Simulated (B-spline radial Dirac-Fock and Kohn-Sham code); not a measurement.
## K-line shifts caused by a second vacancy in Te³⁸⁺

System: tellurium as Te³⁸⁺, [Ne] 3s2 3p2.

Input file task.json (cfg lists n, l and occupation; rrms is the nuclear radius in fm):

```json
{"items": [{
  "Z": 52,
  "q": 38,
  "cfg": [[1, 0, 2], [2, 0, 2], [2, 1, 6], [3, 0, 2], [3, 1, 2]],
  "A": 130,
  "rrms": 4.7423,
  "do": ["binding", "quiet", "double"]
}]}
```

Command: `python xray_run.py task.json out`

Method: Dirac-Fock energy differences between relaxed states, corrected for Breit and QED terms. Computed with a radial atomic solver. Each two-hole energy is an average over J within one jj subconfiguration, not an observable level; in light atoms, where LS coupling holds, the j-resolved values are not observed lines, and for a K spectator the Kα1 hypersatellite is nearly forbidden. The model has no electron correlation.

Lines without a spectator: Kα2 (K-L2) 27303.4 eV, Kα1 (K-L3) 27583.0 eV. Shifts in eV with one spectator hole (a dash: not computed, or left out as unreliable):

| spectator hole | Kα2 | Kα1 |
| --- | --- | --- |
| K (1s) | +610.5 | +632.3 |
| L2 (2p1/2) | +74.6 | +94.2 |
| L3 (2p3/2) | +72.4 | +73.5 |
